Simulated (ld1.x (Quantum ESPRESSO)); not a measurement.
# u(r) = r·R(r): atom against pseudo-atom (antimony (Sb))

Columns: radius, all-electron u(r) and pseudo u(r) of the 5s shell (level -29.82 eV) of antimony in the configuration [Kr] 4d10 5s2 5p1; LDA (PZ), scalar-relativistic, TM semilocal scheme, ld1.x (Quantum ESPRESSO) 7.5.

| r (bohr) | all-electron | pseudo |
| --- | --- | --- |
| 0.118 | -0.0966 | 0.0494 |
| 0.235 | 0.2653 | 0.0957 |
| 0.353 | 0.0749 | 0.1375 |
| 0.470 | -0.2444 | 0.1729 |
| 0.588 | -0.4016 | 0.2033 |
| 0.705 | -0.3689 | 0.2316 |
| 0.822 | -0.2158 | 0.2637 |
| 0.940 | -0.0099 | 0.3071 |
| 1.058 | 0.1996 | 0.3687 |
| 1.175 | 0.3845 | 0.4517 |
| 1.292 | 0.5357 | 0.5516 |
| 1.410 | 0.6511 | 0.6523 |
| 1.528 | 0.7312 | 0.7312 |
| 1.645 | 0.7802 | 0.7802 |
| 1.763 | 0.8040 | 0.8040 |
| 1.880 | 0.8067 | 0.8067 |
| 1.998 | 0.7932 | 0.7932 |
| 2.115 | 0.7676 | 0.7676 |
| 2.232 | 0.7333 | 0.7333 |
| 2.350 | 0.6926 | 0.6926 |
| 2.468 | 0.6480 | 0.6480 |
| 2.585 | 0.6019 | 0.6019 |
| 2.702 | 0.5552 | 0.5552 |
| 2.820 | 0.5088 | 0.5088 |
| 2.938 | 0.4637 | 0.4637 |
| 3.055 | 0.4209 | 0.4209 |

Q: How many radial nodes do the two functions have?

A: The all-electron 5s function has n − l − 1 = 4 (the table is too coarse to show those close to the nucleus); the pseudo-wave has 0, since the states of the same l below it are removed with the core.

Q: At about which radius was the pseudo-wave matched?

A: 1.55 bohr, where the columns begin to agree (steps of 0.12 bohr).

Q: Where does each function peak?

A: Outermost all-electron maximum near 1.88 bohr, pseudo maximum near 1.88 bohr (to the table’s step).

Q: Is the pseudo-wave norm-conserving?

A: Yes: the TM semilocal scheme keeps the norm inside the radius equal to the all-electron one, which fixes the energy derivative of the logarithmic derivative at the level.
